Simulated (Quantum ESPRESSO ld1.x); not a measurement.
The run below uses ld1.x (Quantum ESPRESSO 7.5).

```
 &input
    atom='Cr',
    iswitch=1,
    rel=1,
    lsd=1,
    dft='PZ',
    config='[Ne] 3d1',
    verbosity='high',
    prefix='ld1',
    max_out_wfc=37,
    file_charge='ld1.rho',
 /
```

Output (excerpt):

```
     Program LD1 v.7.5 starts

     --------------------------- All-electron run ----------------------------

     scalar relativistic calculation

     atomic number is 24.00
     dft =PZ   lsd =1 sic =0 latt =0  beta=0.20 tr2=1.0E-14
     Exchange-correlation= PZ
                           (   1   1   0   0   0   0   0)
     mesh =1973 r(mesh) =  99.28020 a.u. xmin = -8.00 dx = 0.00800
     1 Ry =  13.60569312 eV, c = 137.03599908

     n l     nl                  e(Ry)          e(Ha)          e(eV)
     1 0     1S 1( 1.00)    -459.871379236    -229.935689618  -6256.8688619
     2 0     2S 1( 1.00)     -75.713174837     -37.856587419  -1030.1302222
     2 1     2P 1( 3.00)     -68.244412767     -34.122206383   -928.5125375
     3 2     3D 1( 1.00)     -21.896851804     -10.948425902   -297.9218460
     1 0     1S 2( 1.00)    -459.873393963    -229.936696982  -6256.8962737
     2 0     2S 2( 1.00)     -75.604762071     -37.802381036  -1028.6551914
     2 1     2P 2( 3.00)     -68.162197514     -34.081098757   -927.3939420
     3 2     3D 2( 0.00)     -21.459655185     -10.729827592   -291.9734830

     final scf error:  1.7E-16 reached in  19 iterations

     Etot =   -1945.944095 Ry,    -972.972048 Ha,  -26475.918197 eV
     Total magnetization:    1.00 Bohr mag.

     Ekin =    1966.683804 Ry,     983.341902 Ha,   26758.096310 eV
     Encl =   -4307.942854 Ry,   -2153.971427 Ha,  -58612.548461 eV
     Eh   =     467.171954 Ry,     233.585977 Ha,    6356.198237 eV
     Exc  =     -71.856999 Ry,     -35.928500 Ha,    -977.664282 eV
```

Run on one thread of a shared host, so times are rough (Intel(R) Xeon(R) Processor @ 2.60GHz): 0.61 s of CPU time, 0.64 s wall, 19 iterations on 1973 mesh points.
